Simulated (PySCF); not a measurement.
Si(H)(OH)2(NH2), SMILES O[SiH](O)N (PBE0/def2-SVP optimised geometry):

```
9

Si    -0.294    -0.768     0.000
N     -0.935     0.820     0.000
O     -0.676    -1.618     1.372
O      1.370    -0.768     0.000
H     -0.855    -1.416    -1.218
H     -1.787     1.010    -0.516
H     -0.860     1.416     0.817
H      0.032    -2.174     1.710
H      1.787    -0.175    -0.631
```

Level of theory: PySCF with PBE0/def2-TZVP.

What are the frontier orbital energies and the dipole moment?

HOMO-2 -9.20 eV, HOMO-1 -8.77 eV, HOMO -7.78 eV, LUMO 0.91 eV, LUMO+1 1.35 eV; dipole moment 1.43 D.

On the same geometry PBE/def2-TZVP in PySCF 2.14.0 gives HOMO-2 -7.42 eV, HOMO-1 -7.19 eV, HOMO -6.28 eV, LUMO 0.03 eV, LUMO+1 0.49 eV; dipole moment 1.40 D.

Meta-Löwdin charges at PBE0/def2-TZVP: Si1 1.26, N2 -0.76, O3 -0.77, O4 -0.77, H5 -0.16, H6 0.25, H7 0.24, H8 0.36, H9 0.36.
